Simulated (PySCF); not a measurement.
Atoms are numbered as in `[CH3:1]/[CH:2]=[CH:3]\[C:4]#[C:5][B:6]([OH:7])[OH:8]`; H(Xn) means a hydrogen on atom n.

- structure optimised with PBE0-D3(BJ)/def2-SVP
- NMR shieldings at PBE0/pcSseg-1/GIAO
- code: PySCF
- non-relativistic, equivalent nuclei averaged, gas phase, single conformer

Chemical shifts δ = σref − σ; 13C against TMS, all at this level.

Question: Do the 13C shifts follow the atomic charges (in e)? Tabulate both.

Answer: 
```json
{"atoms": "C2", "hybridisation": "sp2", "δ (ppm)": "157.2", "σ para (ppm)": "-231", "Hirshfeld": "-0.01", "IAO": "-0.09", "Mulliken": "-0.21", "ESP-fitted": "+0.22"}
{"atoms": "C3", "hybridisation": "sp2", "δ (ppm)": "116.2", "σ para (ppm)": "-192", "Hirshfeld": "-0.05", "IAO": "-0.19", "Mulliken": "-0.26", "ESP-fitted": "-0.56"}
{"atoms": "C5", "hybridisation": "sp", "δ (ppm)": "102.3", "σ para (ppm)": "-180", "Hirshfeld": "-0.14", "IAO": "-0.21", "Mulliken": "-0.23", "ESP-fitted": "-0.65"}
{"atoms": "C4", "hybridisation": "sp", "δ (ppm)": "100.9", "σ para (ppm)": "-178", "Hirshfeld": "-0.03", "IAO": "-0.01", "Mulliken": "+0.06", "ESP-fitted": "+0.38"}
{"atoms": "C1", "hybridisation": "sp3", "δ (ppm)": "19.5", "σ para (ppm)": "-84", "Hirshfeld": "-0.11", "IAO": "-0.42", "Mulliken": "-0.22", "ESP-fitted": "-0.44"}
```

Correlation coefficients of δ with charge over these carbons: Hirshfeld +0.63, IAO +0.79, Mulliken +0.03, ESP-fitted +0.38; with the paramagnetic shielding -1.00. With so few points, grouped by hybridisation, these coefficients are fragile. Charge is one influence among several: hybridisation and low-lying excitations act through the paramagnetic term.

A carbon bonded to boron is broadened by the quadrupolar boron nucleus and is often missing from a measured spectrum. Shifts are as computed. Against solution values, carbons near 30 ppm lie about +2 ppm off and those near 130 ppm about +5 ppm. Of 1309 compounds with measured shifts, 239 miss one by over three times the rms of a fit or turn the order of signals round; such compounds aren't used in these exercises.
